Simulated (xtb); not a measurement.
FZn (SMILES [F][Zn+]), charge +1, singlet, from a rough starting geometry (GFN-xTB shapes and energies of metal compounds can be far from the true ones); GFN2-xTB in xtb 6.7.1.

Input for xtb:
```
$ xtb mol.xyz --gfn 2 --chrg 1 --opt vtight --json

# file mol.xyz
2

Zn    -0.41266344    -0.42944958    -0.59756815
F      0.41627991     0.41807015     0.62572830
```

Problem. What does xtb print? Leave out banner, timings and long lists.

Solution. 
```
   ID    Z sym.   atoms
    1   30 Zn     1
    2    9 F      2

           -------------------------------------------------
          |                Calculation Setup                |
           -------------------------------------------------

           -------------------------------------------------
          |                 G F N 2 - x T B                 |
           -------------------------------------------------

          ...................................................
          :                      SETUP                      :
          :.................................................:
          :  # basis functions                   8          :
          :  # atomic orbitals                   8          :
          :  # shells                            4          :
          :  # electrons                         8          :
          :  max. iterations                   250          :
          :  Hamiltonian                  GFN2-xTB          :
          :  restarted?                      false          :
          :  GBSA solvation                  false          :
          :  PC potential                    false          :
          :  electronic temp.          300.0000000     K    :
          :  accuracy                    1.0000000          :
          :  -> integral cutoff          0.2500000E+02      :
          :  -> integral neglect         0.1000000E-07      :
          :  -> SCF convergence          0.1000000E-05 Eh   :
          :  -> wf. convergence          0.1000000E-03 e    :
          :  Broyden damping             0.4000000          :
          :  net charge                          1          :
          :  unpaired electrons                  0          :
          ...................................................

 iter      E             dE          RMSdq      gap      omega  full diag
   1     -4.1811792 -0.418118E+01  0.197E+01    0.88       0.0  T
   2     -3.9788082  0.202371E+00  0.134E+01    8.50       1.0  T
   3     -4.5670136 -0.588205E+00  0.799E+00    1.35       1.0  T
   4     -4.6325023 -0.654887E-01  0.395E+00    2.30       1.0  T
   5     -4.6433881 -0.108858E-01  0.340E+00    2.22       1.0  T
   6     -4.6414195  0.196865E-02  0.246E+00    2.29       1.0  T
   7     -4.6619900 -0.205705E-01  0.374E-01    1.94       1.0  T
   8     -4.6607751  0.121488E-02  0.703E-01    1.90       1.0  T
   9     -4.6622824 -0.150729E-02  0.221E-01    1.96       1.0  T
  10     -4.6624818 -0.199437E-03  0.217E-02    1.99       3.3  T
  11     -4.6624820 -0.229479E-06  0.982E-03    1.99       7.2  T
  12     -4.6624822 -0.147623E-06  0.743E-03    1.99       9.5  T
  13     -4.6624823 -0.153047E-06  0.115E-03    1.99      61.6  T
  14     -4.6624823 -0.406988E-08  0.209E-04    1.99     338.3  T
  15     -4.6624823 -0.155924E-09  0.995E-06    1.99    7109.3  T

   *** convergence criteria satisfied after 15 iterations ***

         :::::::::::::::::::::::::::::::::::::::::::::::::::::
         ::                     SUMMARY                     ::
         :::::::::::::::::::::::::::::::::::::::::::::::::::::
         :: total energy              -4.659471628901 Eh    ::
         :: gradient norm              0.008636555756 Eh/a0 ::
         :: HOMO-LUMO gap              1.986977817845 eV    ::
         ::.................................................::
         :: SCC energy                -4.662482349787 Eh    ::
         :: -> isotropic ES            0.288680654485 Eh    ::
         :: -> anisotropic ES         -0.001128111696 Eh    ::
         :: -> anisotropic XC         -0.004899872839 Eh    ::
         :: -> dispersion             -0.000337915597 Eh    ::
         :: repulsion energy           0.003010720886 Eh    ::
         :: add. restraining           0.000000000000 Eh    ::
         :: total charge               1.000000000000 e     ::
         :::::::::::::::::::::::::::::::::::::::::::::::::::::

[...]
 * total energy  :    -4.6594716 Eh     change       -0.3002043E-12 Eh
 * total energy  :    -4.6595317 Eh     change       -0.6008229E-04 Eh
 * total energy  :    -4.6596484 Eh     change       -0.1167040E-03 Eh
 * total energy  :    -4.6596492 Eh     change       -0.7380584E-06 Eh
 * total energy  :    -4.6596493 Eh     change       -0.1330136E-06 Eh
 * total energy  :    -4.6596493 Eh     change       -0.1645963E-09 Eh
   *** GEOMETRY OPTIMIZATION CONVERGED AFTER 6 ITERATIONS ***
[...]

   *** convergence criteria satisfied after 3 iterations ***

         :::::::::::::::::::::::::::::::::::::::::::::::::::::
         ::                     SUMMARY                     ::
         :::::::::::::::::::::::::::::::::::::::::::::::::::::
         :: total energy              -4.659649286530 Eh    ::
         :: gradient norm              0.000000198603 Eh/a0 ::
         :: HOMO-LUMO gap              1.913523489079 eV    ::
         ::.................................................::
         :: SCC energy                -4.661901102571 Eh    ::
         :: -> isotropic ES            0.286669405598 Eh    ::
         :: -> anisotropic ES         -0.001237307573 Eh    ::
         :: -> anisotropic XC         -0.004581272340 Eh    ::
         :: -> dispersion             -0.000337799151 Eh    ::
         :: repulsion energy           0.002251816040 Eh    ::
         :: add. restraining           0.000000000000 Eh    ::
         :: total charge               1.000000000000 e     ::
         :::::::::::::::::::::::::::::::::::::::::::::::::::::

           -------------------------------------------------
          |                Property Printout                |
           -------------------------------------------------

    * Orbital Energies and Occupations

         #    Occupation            Energy/Eh            Energy/eV
      -------------------------------------------------------------
         1        2.0000           -1.2305238             -33.4843
         2        2.0000           -0.9701857             -26.4001
         3        2.0000           -0.9278507             -25.2481
         4        2.0000           -0.9278507             -25.2481 (HOMO)
         5                         -0.8575300             -23.3346 (LUMO)
         6                         -0.5141720             -13.9913
         7                         -0.5141720             -13.9913
         8                         -0.1941826              -5.2840
      -------------------------------------------------------------
                  HL-Gap            0.0703207 Eh            1.9135 eV
             Fermi-level           -0.8926904 Eh          -24.2913 eV

     #   Z          covCN         q      C6AA      α(0)
     1  30 Zn       0.674     0.722   317.093    42.866
     2   9 F        0.674     0.278     7.314     3.193

 Mol. C6AA /au·bohr⁶  :        403.745932
 Mol. C8AA /au·bohr⁸  :      27748.187976
 Mol. α(0) /au        :         46.058836

Wiberg/Mayer (AO) data.
largest (>0.10) Wiberg bond orders for each atom

 ---------------------------------------------------------------------------
     #   Z sym  total        # sym  WBO       # sym  WBO       # sym  WBO
 ---------------------------------------------------------------------------
     1  30 Zn   1.451 --     2 F    1.451
     2   9 F    1.451 --     1 Zn   1.451
 ---------------------------------------------------------------------------

Topologies differ in total number of bonds
Writing topology from bond orders to xtbtopo.mol

molecular dipole:
                 x           y           z       tot (Debye)
 q only:       -0.351      -0.373      -0.496
   full:       -0.734      -0.765      -1.061       3.812
molecular quadrupole (traceless):
                xx          xy          yy          xz          yz          zz
 q only:       -0.382       0.980      -0.323       1.392       1.434       0.705
  q+dip:       -0.538       1.397      -0.445       1.970       2.037       0.983
   full:       -0.327       0.867      -0.257       1.205       1.255       0.584

optimized geometry written to: xtbopt.xyz

           -------------------------------------------------
          | TOTAL ENERGY               -4.659649286530 Eh   |
          | GRADIENT NORM               0.000000198603 Eh/α |
          | HOMO-LUMO GAP               1.913523489079 eV   |
           -------------------------------------------------

normal termination of xtb
```
